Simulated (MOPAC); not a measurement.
Job for MOPAC: PM7 on C4H10O (a complex), monomers drawn apart or pushed together.

```
PM7 1SCF PRECISE CHARGE=0 THREADS=1
C4H10O

C     -0.44378606 1     0.26334721 1     0.86129778 1
C      0.71425943 1    -0.14896037 1     0.36590407 1
H     -0.82173161 1    -0.10254413 1     1.80829003 1
H     -1.05551818 1     0.98643933 1     0.33427706 1
H      1.09652573 1     0.21700552 1    -0.57961663 1
H      1.32753172 1    -0.87556928 1     0.88562476 1
C     -0.54374114 1     1.04118114 1     4.31154302 1
O     -0.52030142 1    -0.33327125 1     3.99161009 1
C      0.78756542 1    -0.86335354 1     3.99650576 1
H      0.03101771 1     1.62937434 1     3.58495528 1
H     -0.13346434 1     1.22429758 1     5.31310128 1
H     -1.58368142 1     1.36336211 1     4.28890602 1
H      1.42926428 1    -0.34745997 1     3.27126372 1
H      0.71383128 1    -1.91527623 1     3.72464478 1
H      1.24742638 1    -0.78093526 1     4.98986892 1
```

Output:

```
*******************************************************************************
 **                                                                           **
 **                              MOPAC v23.2.5                                **
 **                                                                           **
 *******************************************************************************
 ** MOPAC's Digital Object Identifier: https://doi.org/10.5281/zenodo.6511958 **
 **                                                                           **
 ** Please cite the open-source release paper for use of this MOPAC version:  **
 ** J. E. Moussa and J. J. P. Stewart (2026)                                  **
 ** MOPAC: An open-source semiempirical molecular orbital program             **
 ** J. Open Source Softw., 11(119), 8025, https://doi.org/10.21105/joss.08025 **
 *******************************************************************************

                              PM7 CALCULATION RESULTS

 *******************************************************************************
 *  PM7        - The PM7 Hamiltonian to be used
 *
 *
 *
 *                 CHARGE ON SYSTEM = 0
 *
 *
 *
 *  PRECISE    - TIGHTER CRITERIA TO BE USED
 *  1SCF       - DO 1 SCF AND THEN STOP
 *  THREADS=1  - MULTI-THREADING NOT USED
 *  T=         - A TIME OF 172800.0 SECONDS REQUESTED
 *  DUMP=N     - RESTART FILE WRITTEN EVERY 7200.0 SECONDS REQUESTED
 *******************************************************************************
PM7 1SCF PRECISE CHARGE=0 THREADS=1
 C4H10O

   ATOM   CHEMICAL          X               Y               Z
  NUMBER   SYMBOL      (ANGSTROMS)     (ANGSTROMS)     (ANGSTROMS)

     1       C         -0.44378606  *   0.26334721  *   0.86129778  *
     2       C          0.71425943  *  -0.14896037  *   0.36590407  *
     3       H         -0.82173161  *  -0.10254413  *   1.80829003  *
     4       H         -1.05551818  *   0.98643933  *   0.33427706  *
     5       H          1.09652573  *   0.21700552  *  -0.57961663  *
     6       H          1.32753172  *  -0.87556928  *   0.88562476  *
     7       C         -0.54374114  *   1.04118114  *   4.31154302  *
     8       O         -0.52030142  *  -0.33327125  *   3.99161009  *
     9       C          0.78756542  *  -0.86335354  *   3.99650576  *
    10       H          0.03101771  *   1.62937434  *   3.58495528  *
    11       H         -0.13346434  *   1.22429758  *   5.31310128  *
    12       H         -1.58368142  *   1.36336211  *   4.28890602  *
    13       H          1.42926428  *  -0.34745997  *   3.27126372  *
    14       H          0.71383128  *  -1.91527623  *   3.72464478  *
    15       H          1.24742638  *  -0.78093526  *   4.98986892  *



          CARTESIAN COORDINATES

    NO.       ATOM           X           Y           Z

     1         C         -0.4438      0.2633      0.8613
     2         C          0.7143     -0.1490      0.3659
     3         H         -0.8217     -0.1025      1.8083
     4         H         -1.0555      0.9864      0.3343
     5         H          1.0965      0.2170     -0.5796
     6         H          1.3275     -0.8756      0.8856
     7         C         -0.5437      1.0412      4.3115
     8         O         -0.5203     -0.3333      3.9916
     9         C          0.7876     -0.8634      3.9965
    10         H          0.0310      1.6294      3.5850
    11         H         -0.1335      1.2243      5.3131
    12         H         -1.5837      1.3634      4.2889
    13         H          1.4293     -0.3475      3.2713
    14         H          0.7138     -1.9153      3.7246
    15         H          1.2474     -0.7809      4.9899

 General Reference for PM7:
 "Optimization of Parameters for Semiempirical Methods VI: More Modifications to the
 NDDO Approximations and Re-optimization of Parameters", J. J. P. Stewart, J. Mol. Mod., 1:32, 19 (2013)
 https://link.springer.com/article/10.1007/s00894-012-1667-x

           Empirical Formula: C4 H10 O  =    15 atoms



      MOLECULAR POINT GROUP   :   C1


      RHF CALCULATION, NO. OF DOUBLY OCCUPIED LEVELS = 16


 -------------------------------------------------------------------------------
 PM7 1SCF PRECISE CHARGE=0 THREADS=1
 C4H10O



     1SCF WAS SPECIFIED, SO BFGS WAS NOT USED
     SCF FIELD WAS ACHIEVED


                              PM7 CALCULATION
                                                       MOPAC v23.2.5 Linux




          FINAL HEAT OF FORMATION =        -31.14497 KCAL/MOL =    -130.31054 KJ/MOL


          COSMO AREA              =        137.73 SQUARE ANGSTROMS
          COSMO VOLUME            =        125.96 CUBIC ANGSTROMS

          IONIZATION POTENTIAL    =          9.970741 EV
          HOMO LUMO ENERGIES (EV) =         -9.971  1.205
          NO. OF FILLED LEVELS    =         16
          MOLECULAR WEIGHT        =         74.1224         POINT GROUP:  C1

          MOLECULAR DIMENSIONS (Angstroms)

            Atom       Atom       Distance
            H    11    H     5     6.10341
            H     4    H    14     4.13545
            H    10    H     3     1.82041


          SCF CALCULATIONS        =          1





   ATOM   CHEMICAL          X               Y               Z
  NUMBER   SYMBOL      (ANGSTROMS)     (ANGSTROMS)     (ANGSTROMS)

     1       C         -0.44378606  *   0.26334721  *   0.86129778  *
     2       C          0.71425943  *  -0.14896037  *   0.36590407  *
     3       H         -0.82173161  *  -0.10254413  *   1.80829003  *
     4       H         -1.05551818  *   0.98643933  *   0.33427706  *
     5       H          1.09652573  *   0.21700552  *  -0.57961663  *
     6       H          1.32753172  *  -0.87556928  *   0.88562476  *
     7       C         -0.54374114  *   1.04118114  *   4.31154302  *
     8       O         -0.52030142  *  -0.33327125  *   3.99161009  *
     9       C          0.78756542  *  -0.86335354  *   3.99650576  *
    10       H          0.03101771  *   1.62937434  *   3.58495528  *
    11       H         -0.13346434  *   1.22429758  *   5.31310128  *
    12       H         -1.58368142  *   1.36336211  *   4.28890602  *
    13       H          1.42926428  *  -0.34745997  *   3.27126372  *
    14       H          0.71383128  *  -1.91527623  *   3.72464478  *
    15       H          1.24742638  *  -0.78093526  *   4.98986892  *

                             CARTESIAN COORDINATES

   1    C       -0.443786060     0.263347210     0.861297780
   2    C        0.714259430    -0.148960370     0.365904070
   3    H       -0.821731610    -0.102544130     1.808290030
   4    H       -1.055518180     0.986439330     0.334277060
   5    H        1.096525730     0.217005520    -0.579616630
   6    H        1.327531720    -0.875569280     0.885624760
   7    C       -0.543741140     1.041181140     4.311543020
   8    O       -0.520301420    -0.333271250     3.991610090
   9    C        0.787565420    -0.863353540     3.996505760
  10    H        0.031017710     1.629374340     3.584955280
  11    H       -0.133464340     1.224297580     5.313101280
  12    H       -1.583681420     1.363362110     4.288906020
  13    H        1.429264280    -0.347459970     3.271263720
  14    H        0.713831280    -1.915276230     3.724644780
  15    H        1.247426380    -0.780935260     4.989868920


           Empirical Formula: C4 H10 O  =    15 atoms



      MOLECULAR POINT GROUP   :   C1


                  EIGENVALUES
 -29.75518 -26.74600 -24.85932 -23.45754 -19.87958 -16.52561 -16.40199 -15.90038
 -15.62899 -14.06783 -13.49167 -12.88999 -12.13279 -11.91061 -10.60301  -9.97074
   1.20468   2.39132   4.62954   5.49044   5.51380   5.52581   5.65042   5.73273
   5.83974   6.19592   6.39382   6.58490   6.64198   6.81582


              NET ATOMIC CHARGES AND DIPOLE CONTRIBUTIONS

  ATOM NO.   TYPE          CHARGE      No. of ELECS.   s-Pop       p-Pop
    1          C          -0.281807        4.2818     1.10368     3.17812
    2          C          -0.300661        4.3007     1.09653     3.20413
    3          H           0.166231        0.8338     0.83377
    4          H           0.137452        0.8625     0.86255
    5          H           0.139485        0.8605     0.86052
    6          H           0.137928        0.8621     0.86207
    7          C          -0.209446        4.2094     1.07664     3.13280
    8          O          -0.352363        6.3524     1.87841     4.47395
    9          C          -0.209138        4.2091     1.07673     3.13241
   10          H           0.122129        0.8779     0.87787
   11          H           0.120537        0.8795     0.87946
   12          H           0.143629        0.8564     0.85637
   13          H           0.122165        0.8778     0.87784
   14          H           0.143629        0.8564     0.85637
   15          H           0.120230        0.8798     0.87977
 DIPOLE           X         Y         Z       TOTAL
 POINT-CHG.     1.367     1.006     0.569     1.790
 HYBRID        -0.046    -0.038    -0.056     0.082
 SUM            1.321     0.968     0.514     1.716


          ATOMIC ORBITAL ELECTRON POPULATIONS

     Atom    s        px        py        pz
    1  C   1.10368   1.03389   1.04286   1.10138
    2  C   1.09653   1.04555   1.06246   1.09612
    3  H   0.83377
    4  H   0.86255
    5  H   0.86052
    6  H   0.86207
    7  C   1.07664   1.15239   0.85528   1.12513
    8  O   1.87841   1.28049   1.26686   1.92661
    9  C   1.07673   0.89423   1.09758   1.14060
   10  H   0.87787
   11  H   0.87946
   12  H   0.85637
   13  H   0.87784
   14  H   0.85637
   15  H   0.87977

 **********************
 *                    *
 * JOB ENDED NORMALLY *
 *                    *
 **********************




 == MOPAC DONE ==
```

The run finished.

Cost: roughly 0.03 core-seconds.
